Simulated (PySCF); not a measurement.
Te(OH)2, SMILES O[Te]O, PBE0/def2-SVP optimised geometry.

```
5

Te    -0.97    -1.13     0.00
O     -1.30     0.83     0.00
H     -1.24     1.13     0.92
O      1.01    -1.13     0.00
H      1.30    -1.02    -0.92
```

Density from PBE0/def2-TZVP, def2 effective core potentials past Kr (PySCF) at that geometry. The core electrons that the potentials of Te replace are not part of the density.

Minimum of the electron density along straight lines between bonded atoms, close to the bond critical point (lines longer than 1.1 times the sum of covalent radii, or with two minima, are not listed):

| bond | length / Å | ρ at the minimum / e bohr⁻³ | ∇²ρ there / e bohr⁻⁵ | position (fraction from the first atom) |
|---|---|---|---|---|
| Te1–O2 | 1.986 | 0.127 | 0.31 | 0.50 |
| O2–H3 | 0.966 | 0.357 | -2.40 | 0.80 |
| Te1–O4 | 1.986 | 0.127 | 0.31 | 0.50 |
| O4–H5 | 0.966 | 0.357 | -2.40 | 0.80 |
